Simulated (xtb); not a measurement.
xtb input:

```bash
xtb mol.xyz --gfnff --opt tight --chrg 1 --uhf 0
```
mol.xyz:
```
3

O     -0.00000000    -0.00000000    -1.28366142
Ge     0.00000000     0.00000000     0.39126637
H     -0.00000000    -0.00000000    -2.25123244
```

Question: Which total energy does the run end on?

Answer: 1.16969 Eh (GFN-FF).

It need not be the lowest isomer of its formula.
